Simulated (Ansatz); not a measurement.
```yaml
crystal:
  periodic: [false, false, false]
  atoms:
    - {symbol: O, position_ang: [-0.717364, 1.623574, -0.610046]}
    - {symbol: Si, position_ang: [0.805283, 0.988905, -0.553566]}
    - {symbol: Ga, position_ang: [0.402281, -1.157905, 0.448693]}
    - {symbol: O, position_ang: [-1.393379, -1.007744, 0.649635]}
    - {symbol: H, position_ang: [-1.388693, 1.032035, -0.249132]}
    - {symbol: H, position_ang: [1.708726, 1.857539, 0.251298]}
    - {symbol: H, position_ang: [1.391025, 0.905617, -1.920381]}
    - {symbol: H, position_ang: [1.053406, -2.496163, 0.939804]}
    - {symbol: H, position_ang: [-1.861275, -1.745869, 1.043704]}
basis:
  gaussian: {orbitals: cc-pVTZ-DK, fitting: {mean_field: cc-pVTZ-jkfit}}
magnetization: {spin_polarized: true, initial_magnetization: 1}
hamiltonian: {xc: {name: HSE06}, dispersion: d3bj}
accuracy: high
output: {forces: true}
```

```sh
$ ansatz run in.yaml --threads 2 --pin off --events-out ev --progress --plain --max-ram 22528MiB --backend cpu
```

Shortened log:

```
Error: a molecule whose nuclei and cores have a total charge of 66 cannot have a net charge of 0 together with 1 unpaired electrons
```

(1) Something in this input is off. What?

## Answers

(1) The number of unpaired electrons doesn't fit the electron count. The input was rejected before any iteration.

HSE06 is defined as in plane-wave codes.
